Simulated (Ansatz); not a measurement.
Compare A (`[CH2]1[SiH2][SiH2][GeH2]1`) with its isomer B (`[SiH3][SiH]1[CH2][GeH2]1`).

Computed with Ansatz on PBE0-D4/def2-TZVP structures; ΔE is electronic, products minus reactants. CBS: MP2 limit from def2 TZ/QZ plus the TZ coupled-cluster correction, frozen cores. DFT in def2-TZVPP. B3LYP here is the variant with VWN-RPA as its local correlation; programs differ in this. For Ge outer-core shells are correlated without core-valence functions, which leaves a few kJ/mol of doubt a bond. Scalar relativity is left out up to krypton.

(1) Which is lower in electronic energy at CCSD(T)/CBS, and by how much? (An estimate is asked.)

(2) Give E(B) − E(A) in kcal/mol with PBE0-D4, CCSD/def2-TZVPP, B3LYP, B2PLYP, B3LYP-D4, PBE-D4, ωB97M-V. (Estimate.)

Largest T1 diagnostic: 0.013.

## Answers

(1) The calculation gave: A, by 20.3 kcal/mol.

(2) Computed: PBE0-D4 20.9, CCSD/def2-TZVPP 21.0, B3LYP 18.9, B2PLYP 19.8, B3LYP-D4 20.0, PBE-D4 19.5, ωB97M-V 21.0. None reverses the order clearly.

From PBE to PBE0 (25 % exact exchange), in def2-TZVPP and without D4, E(B) − E(A) moves by +1.5 kcal/mol. The D4 term adds +1.1 kcal/mol with B3LYP and +0.5 kcal/mol with PBE0; it sums over pairs of atoms, weighted by their polarisabilities, and B3LYP, whose exchange is more repulsive, gets the larger term.
